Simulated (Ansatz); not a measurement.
An input meant for ZnMeI (CH3IZn) (charge 0, singlet).

```yaml
crystal:
  periodic: [false, false, false]
  atoms:
    - {symbol: Zn, position_ang: [-0.004490, 0.003133, -1.072600]}
    - {symbol: C, position_ang: [0.003425, -0.002293, 0.862250]}
    - {symbol: H, position_ang: [-0.445101, 0.916560, 1.243970]}
    - {symbol: H, position_ang: [1.026780, -0.073575, 1.234897]}
    - {symbol: H, position_ang: [-0.566635, -0.853215, 1.239291]}
    - {symbol: I, position_ang: [-0.013990, 0.009391, -3.507818]}
basis:
  gaussian: {orbitals: def2-mTZVP}
hamiltonian: {xc: {name: B2PLYP}, dispersion: d4}
accuracy: high
scf: {lower_state_search: full}
```

```sh
$ ansatz run in.yaml --threads 4 --pin off --events-out ev --progress --plain --max-ram 3916MiB
```

It prints (some lines left out):

```
Error: invalid value for `hamiltonian.dispersion`: no damping is tabulated for this functional; type it, or the functional that lends it
```

**Question.** What is wrong with this run?

**Answer.** The program holds no damping parameters for this pairing of functional and dispersion term, so they'd have to be typed. The input was rejected before any iteration.
